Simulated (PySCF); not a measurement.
Gas-phase reaction: GeH₃ = GeH₂ + H. Level: ωB97X-V/def2-TZVP†; standard pressure 1 bar.

Method: PySCF energies plus ideal-gas RRHO corrections (1 bar). † marks an energy on the PBE0/def2-TZVP geometry and frequencies. Open shells (unrestricted): GeH₃ (multiplicity 2), H (multiplicity 2); the rest are closed-shell singlets. Ge: all electrons, no relativistic terms. GeH₃, GeH₂: computed as isolated molecules; such fragments, hydroxides, amides, oligomers or adducts are transient or little studied in the gas. The harmonic model lacks anharmonicity and excited electronic states, which grow with temperature; levels with a mode under 35 cm⁻¹ are left out.

| T (K) | 1000/T (1/K) | log10 K |
|---|---|---|
| 1000 | 1.0000 | -7.29 |
| 1200 | 0.8333 | -5.07 |
| 1400 | 0.7143 | -3.48 |
| 1600 | 0.6250 | -2.29 |
| 1800 | 0.5556 | -1.36 |
| 2000 | 0.5000 | ? |

Fit log10 K = a + b·(1000/T) to the five rows, get the mean ΔH° and ΔS°, and predict log10 K at 2000 K.

Means: 1000/T = 0.7456, log10 K = -3.898. Sums of products about the means: Sxy = -1.65494, Sxx = 0.124035, so b = Sxy/Sxx = -13.34 and a = -3.898 − (-13.34)×0.7456 = 6.05.
ΔH° = −R ln 10 × 1000 K × b = −19.145 × (-13.34) = 255 kJ; ΔS° = R ln 10 × a = 116 J/K. The run's own values go from 255 kJ and 116 J/K at 1000 K to 255 kJ and 116 J/K at 2000 K.
Prediction at 2000 K: 6.05 + (-13.34)×0.5000 = -0.62. The computed value is -0.62, 0.00 from the line.
For scale, ΔH°(298 K) is 250 kJ at this level, 245 kJ at ωB97M-V/def2-TZVP†, and runs from 183 to 278 kJ over the 20 levels computed.
